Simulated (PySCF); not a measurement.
# NMR data sheet: isopropyl acrylate

```yaml
Formula: C6H10O2
SMILES: C=CC(=O)OC(C)C
Point_group_of_the_computed_structure: C1
Degrees_of_unsaturation: 2
Carbon_signals: 5
Proton_signals: 5
```

Structure with atom numbers: `[CH2:1]=[CH:2][C:3](=[O:4])[O:5][CH:6]([CH3:7])[CH3:8]`. Each H is labelled by its parent atom. Ha(C1) is cis to C3; Hb(C1) is trans to C3.

Equivalent nuclei averaged, one conformer, isolated molecule, no relativistic terms. Geometry: GFN2-xTB; PBE0/pcSseg-1 with gauge-including orbitals; PySCF 2.14.0 with density-fitted response routines.

δ = σ(ref) − σ, references computed at the same level: 1H and 13C against TMS; 17O vs H2O.

| carbon | δC, type | δH (multiplicity) | HMBC from (2–3 bonds) | span of the C tensor (ppm) |
| --- | --- | --- | --- | --- |
| C1 | 140.2, CH2 | Hb(C1) 6.20 (m); Ha(C1) 6.98 (m) | H(C2) | 254 |
| C2 | 137.3, CH | 6.30 (m) | Ha(C1), Hb(C1) | 205 |
| C3 | 171.7, C | – | Ha(C1), H(C2), Hb(C1), H(C6) | 152 |
| C6 | 69.7, CH | 5.18 (sept) | H(C7)/H(C8) | 75 |
| C7/C8 | 23.5, CH3 | 1.31 (d) | H(C6), H(C7)/H(C8) | 42 |

Other nuclei:
```
atoms  nucleus            environment  δ (ppm)  σ (ppm)
   O4      17O  ester carbonyl oxygen    400.4    -64.3
   O5      17O    ester alkoxy oxygen    244.3     91.8
```

1. Carbon types of the structure: 1 × C, 2 × CH, 1 × CH2, 2 × CH3, which accounts for all hydrogens.
2. δC 171.7: ester carbonyl carbon; it is a carbonyl in resonance with an O or N lone pair, the region of acids, esters and amides.
3. δC 140.2: β carbon of a C=C–C=O unit; conjugation with the carbonyl draws π density from the β position.
4. δC 137.3: α carbon of a C=C–C=O unit; an sp2 carbon of a C=C bond.
5. δC 69.7: sp3 CH bonded to O; the inductive effect lowers its shielding.
6. δH 5.18: hydrogen on an sp3 CH bonded to O; its carbon carries O, which withdraws density.

Shifts are as computed. Against solution values, carbons near 30 ppm lie about +3 ppm off and those near 130 ppm about +5 ppm. Of 1211 compounds with measured shifts, 218 miss one by over three times the rms of a fit or turn the order of signals round; such compounds aren't used in these exercises. Unscaled 17O shifts of doubly bonded oxygen tend to come out too high, by tens of ppm or more. Experimental scales use liquid or dissolved standards, which lie at an offset from isolated H2O (liquid H2O: subtract about 36 ppm). No couplings were computed; multiplicities are counted from neighbouring protons, with m where these are inequivalent, close in shift, in a saturated or five-membered ring or joined by F or P, and br s for small geminal =CH2 splittings.
